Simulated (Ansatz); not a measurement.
C₄₂H₂₄⁻, that is [10]phenacene with one electron more. The state is a doublet with charge -1. Geometry r2SCAN-D4/def2-SVP, that of the neutral singlet; atoms count from 1.

```xyz
66

C    -3.432   10.554   -1.042
C    -3.538    9.988    0.245
C    -3.137    8.682    0.474
C    -2.610    7.877   -0.567
C    -2.506    8.458   -1.870
C    -2.922    9.796   -2.081
C    -1.980    7.673   -2.939
C    -1.575    6.381   -2.742
C    -1.660    5.754   -1.458
C    -2.179    6.506   -0.367
C    -2.259    5.875    0.906
C    -1.853    4.578    1.100
C    -1.328    3.790    0.038
C    -1.231    4.386   -1.253
C    -0.705    3.595   -2.314
C    -0.299    2.299   -2.121
C    -0.379    1.666   -0.848
C    -0.899    2.421    0.241
C    -0.980    1.789    1.514
C    -0.574    0.492    1.707
C    -0.048   -0.297    0.645
C     0.380   -1.666    0.848
C     0.299   -2.299    2.121
C     0.704   -3.595    2.314
C     1.232   -4.386    1.253
C     1.660   -5.754    1.458
C     1.575   -6.381    2.741
C     1.978   -7.674    2.939
C     2.504   -8.459    1.870
C     2.920   -9.797    2.080
C     3.429  -10.555    1.041
C     3.536   -9.988   -0.246
C     3.136   -8.682   -0.475
C     2.610   -7.877    0.567
C     2.180   -6.505    0.367
C     2.262   -5.874   -0.905
C     1.856   -4.577   -1.099
C     1.330   -3.790   -0.037
C     0.901   -2.421   -0.240
C     0.982   -1.788   -1.513
C     0.576   -0.492   -1.706
C     0.049    0.298   -0.644
H    -3.751   11.585   -1.216
H    -3.940   10.583    1.070
H    -3.233    8.277    1.483
H    -2.833   10.219   -3.086
H    -1.904    8.127   -3.932
H    -1.181    5.824   -3.592
H    -2.653    6.427    1.760
H    -1.942    4.155    2.101
H    -0.615    4.017   -3.316
H     0.095    1.751   -2.978
H    -1.374    2.337    2.371
H    -0.663    0.069    2.708
H    -0.096   -1.751    2.978
H     0.614   -4.017    3.315
H     1.180   -5.824    3.592
H     1.901   -8.128    3.931
H     2.829  -10.220    3.085
H     3.746  -11.587    1.214
H     3.938  -10.583   -1.071
H     3.233   -8.276   -1.483
H     2.657   -6.426   -1.759
H     1.946   -4.153   -2.100
H     1.376   -2.336   -2.370
H     0.665   -0.068   -2.707
```

Single mean-field runs in def2-SVP are fitted with def2-universal-jkfit. The highest occupied level of the charge -1 doublet lies above zero (up to 0.08 eV). By energy differences its removal costs 0.87 eV (vertical, to the charge 0 singlet, at PBE0-D4/def2-SVP); self-interaction error and the lack of diffuse functions both raise the level.

Estimate the Mulliken populations of the heavy atoms from the PBE0/def2-SVP orbitals of Ansatz.


```tsv
atom	charge (e)	spin (α − β)
C1	-0.02	0.03
C2	-0.02	-0.01
C3	-0.07	0.06
C4	0.04	-0.03
C5	0.01	-0.01
C6	-0.05	0.03
C7	-0.04	0.07
C8	-0.04	-0.03
C9	0.01	0.07
C10	0.03	0.09
C11	-0.05	-0.04
C12	-0.07	0.10
C13	0.04	-0.04
C14	0.04	-0.03
C15	-0.07	0.09
C16	-0.04	-0.04
C17	0.02	0.09
C18	0.02	0.10
C19	-0.05	-0.05
C20	-0.07	0.10
C21	0.04	-0.03
C22	0.02	0.09
C23	-0.04	-0.04
C24	-0.07	0.09
C25	0.04	-0.03
C26	0.01	0.07
C27	-0.04	-0.03
C28	-0.04	0.07
C29	0.01	-0.01
C30	-0.05	0.03
C31	-0.02	0.03
C32	-0.02	-0.01
C33	-0.07	0.06
C34	0.04	-0.03
C35	0.03	0.09
C36	-0.05	-0.04
C37	-0.07	0.10
C38	0.04	-0.04
C39	0.02	0.10
C40	-0.05	-0.05
C41	-0.07	0.10
C42	0.04	-0.03
```
Mulliken values and Mayer orders depend strongly on the basis.

Where does the spin sit?

Summed by element: C 1.04, H -0.04, of 1 unpaired in all. Largest on single atoms: C39 0.10, C18 0.10, C12 0.10.

And the Mayer bond orders between bonded heavy atoms (over 0.3, the first 40 of 51)?

C1–C2 1.31 (1.41 Å); C1–C6 1.42 (1.38 Å); C2–C3 1.45 (1.39 Å); C3–C4 1.31 (1.42 Å); C4–C5 1.27 (1.43 Å); C4–C10 1.16 (1.45 Å); C5–C6 1.30 (1.42 Å); C5–C7 1.17 (1.43 Å); C7–C8 1.53 (1.37 Å); C8–C9 1.22 (1.43 Å); C9–C10 1.27 (1.42 Å); C9–C14 1.21 (1.45 Å); C10–C11 1.26 (1.42 Å); C11–C12 1.50 (1.37 Å); C12–C13 1.22 (1.42 Å); C13–C14 1.31 (1.42 Å); C13–C18 1.20 (1.45 Å); C14–C15 1.21 (1.42 Å); C15–C16 1.52 (1.37 Å); C16–C17 1.24 (1.42 Å); C17–C18 1.25 (1.42 Å); C17–C42 1.20 (1.45 Å); C18–C19 1.25 (1.42 Å); C19–C20 1.51 (1.37 Å); C20–C21 1.21 (1.42 Å); C21–C22 1.20 (1.45 Å); C21–C42 1.31 (1.42 Å); C22–C23 1.24 (1.42 Å); C22–C39 1.25 (1.42 Å); C23–C24 1.52 (1.37 Å); C24–C25 1.21 (1.42 Å); C25–C26 1.21 (1.45 Å); C25–C38 1.31 (1.42 Å); C26–C27 1.22 (1.43 Å); C26–C35 1.27 (1.42 Å); C27–C28 1.53 (1.37 Å); C28–C29 1.17 (1.43 Å); C29–C30 1.30 (1.42 Å); C29–C34 1.27 (1.43 Å); C30–C31 1.42 (1.38 Å).
